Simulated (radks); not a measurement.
The manganese ion Mn+, configuration [Ne] 3s2 3p5.5 3d5 4s1.5 (fractional occupations, a model configuration).

Method: scalar-relativistic Kohn-Sham, r2SCAN, spin-polarised, spherical densities, finite nucleus; open shells are filled with parallel spins first; meta-GGA in the generalised Kohn-Sham scheme; Fermi nuclear charge, rms radius 3.7057 fm; computed with a radial shooting solver on a logarithmic mesh with Libxc functionals.

Energy parts (hartree):
| part | energy |
|---|---|
| total | -1157.55017 |
| kinetic | 1170.40239 |
| electron-nucleus | -2753.57726 |
| Hartree | 477.72792 |
| exchange-correlation | -52.10322 |

Orbitals (lengths in bohr, moments of r in powers of bohr; r(max) is where P^2 peaks; r(90%) holds 90 % of the orbital's charge):
| orbital | occ. | eigenvalue (hartree) | r(max) | r(90%) | <1/r> | <r> |
|---|---|---|---|---|---|---|
| 1s up | 1 | -237.6091 | 0.03988 | 0.109 | 24.92 | 0.06091 |
| 1s down | 1 | -237.5972 | 0.03988 | 0.109 | 24.92 | 0.06091 |
| 2s up | 1 | -28.13331 | 0.2322 | 0.433 | 5.317 | 0.2791 |
| 2s down | 1 | -28.02111 | 0.2320 | 0.431 | 5.331 | 0.2783 |
| 2p up | 3 | -23.84573 | 0.1885 | 0.405 | 5.200 | 0.2472 |
| 2p down | 3 | -23.75184 | 0.1882 | 0.403 | 5.213 | 0.2464 |
| 3s up | 1 | -3.80206 | 0.7338 | 1.26 | 1.670 | 0.8460 |
| 3s down | 1 | -3.49717 | 0.7364 | 1.28 | 1.652 | 0.8525 |
| 3p up | 3 | -2.60000 | 0.7496 | 1.37 | 1.533 | 0.8948 |
| 3p down | 2.5 | -2.29840 | 0.7538 | 1.39 | 1.514 | 0.9054 |
| 3d up | 5 | -0.74648 | 0.7506 | 1.87 | 1.198 | 1.099 |
| 3d down | 0 | -0.46903 | 0.7694 | 2.17 | 1.124 | 1.225 |
| 4s up | 1 | -0.50359 | 2.283 | 3.91 | 0.4932 | 2.646 |
| 4s down | 0.5 | -0.41771 | 2.503 | 4.39 | 0.4315 | 2.956 |
| 4p up | 0 | -0.29377 | 2.704 | 4.62 | 0.4107 | 3.126 |
| 4p down | 0 | -0.24762 | 3.032 | 5.30 | 0.3513 | 3.569 |

The highest occupied level is 4s down at -11.366 eV. The configuration is held as typed, so some empty levels lie below it. The spin density at the nucleus is 4.216 e/bohr^3 (1s -0.279, 2s -2.703, 3s 2.096, 4s 5.101). The electron density at the nucleus is 1.326e+04 e/bohr^3 (large components only). Summed over all electrons, <r^2> = 28.23 bohr^2, which gives a Langevin (diamagnetic) susceptibility term of -22.4 x 10^-6 cm^3/mol. Spin moment in Bohr magnetons: 6. The density falls to 0.001 e/bohr^3 at r = 4.07 bohr.
